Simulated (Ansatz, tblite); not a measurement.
Removing and adding an electron: Mg₁₀O₁₃H₆. The state is a singlet with charge 0. Geometry: PBE-D4/def2-SVP. Ansatz, gas phase; energy differences of separate SCF runs; the oxidised species was run as a doublet alone; the reduced species was run as a doublet alone.

| atom | x (Å) | y (Å) | z (Å) |
| --- | --- | --- | --- |
| Mg1 | 1.002 | -0.547 | 2.941 |
| Mg2 | -2.767 | 1.191 | 0.759 |
| Mg3 | -1.503 | -1.451 | 0.377 |
| Mg4 | 1.555 | -0.056 | -1.722 |
| Mg5 | 0.175 | 1.628 | 0.337 |
| Mg6 | -1.112 | 0.104 | -1.970 |
| Mg7 | 1.276 | -1.830 | 0.614 |
| Mg8 | -1.682 | -0.975 | 3.013 |
| Mg9 | 2.873 | 0.630 | 1.218 |
| Mg10 | -0.358 | 1.871 | 2.992 |
| O11 | 2.974 | 1.038 | -0.697 |
| O12 | 0.339 | -0.322 | -3.290 |
| O13 | 0.249 | 1.819 | -1.646 |
| O14 | 2.559 | -1.104 | 1.921 |
| O15 | 2.196 | -1.888 | -1.140 |
| O16 | 1.321 | 1.482 | 2.024 |
| O17 | 0.074 | -0.319 | -0.279 |
| O18 | -1.928 | -1.745 | -1.522 |
| O19 | -1.364 | 2.296 | 1.415 |
| O20 | -2.786 | 1.043 | -1.225 |
| O21 | -0.283 | -1.937 | 1.941 |
| O22 | -0.509 | 0.214 | 3.970 |
| O23 | -2.844 | -0.560 | 1.545 |
| H24 | 3.098 | 1.947 | -1.022 |
| H25 | 0.334 | -1.205 | -3.697 |
| H26 | 0.237 | 2.583 | -2.246 |
| H27 | 3.112 | -2.204 | -1.202 |
| H28 | -2.699 | -2.198 | -1.895 |
| H29 | -3.538 | 0.494 | -1.514 |

The xTB rows come from tblite. Single mean-field runs in def2-TZVP are fitted with def2-universal-jkfit. HOMO above LUMO, or a gap near zero within one spin, warns that the state may not be the lowest or that an electron is smeared out.

| level | −HOMO (eV) | vertical IE (eV) | −LUMO (eV) | vertical EA (eV) | HOMO–LUMO gap (eV) | IE − EA (eV) | remarks |
| --- | --- | --- | --- | --- | --- | --- | --- |
| GFN1-xTB | 10.65 | 13.03 | 9.40 | 7.31 | 1.25 | 5.72 | – |
| GFN2-xTB | 11.08 | 13.23 | 10.53 | 8.47 | 0.55 | 4.76 | – |
| PBE-D4/def2-TZVP | 5.09 | 7.16 | 2.09 | 0.77 | 3.00 | 6.38 | HOMO above zero (-1 doublet), gap within one spin near zero (+1 doublet) |
| PBE0-D4/def2-TZVP | 6.50 | 7.91 | 1.35 | 0.44 | 5.16 | 7.46 | HOMO above zero (-1 doublet) |
| r2SCAN0-D4/def2-TZVP | 6.70 | 8.04 | 1.07 | 0.32 | 5.63 | 7.72 | HOMO above zero (-1 doublet) |

Relaxing the reduced species (PBE-D4/def2-SVP) changes its energy by -0.07 eV at PBE-D4/def2-TZVP, so the adiabatic electron affinity to this nearest minimum is 0.84 eV. At PBE0-D4/def2-TZVP it is 0.49 eV. The highest occupied level of the relaxed charge -1 doublet lies above zero (up to 0.40 eV). By energy differences its removal costs 0.84 eV (each at its own geometry, to the charge 0 singlet, at PBE-D4/def2-TZVP); self-interaction error and the lack of diffuse functions both raise the level.     A HOMO above zero means that the electron is unbound at that level or that self-interaction error raises the level; the energy of removing that electron tells which. Raw xTB energy differences between charge states are shifted by several eV; the methods need an empirical correction for them. Sets without diffuse functions give affinities that are too small.
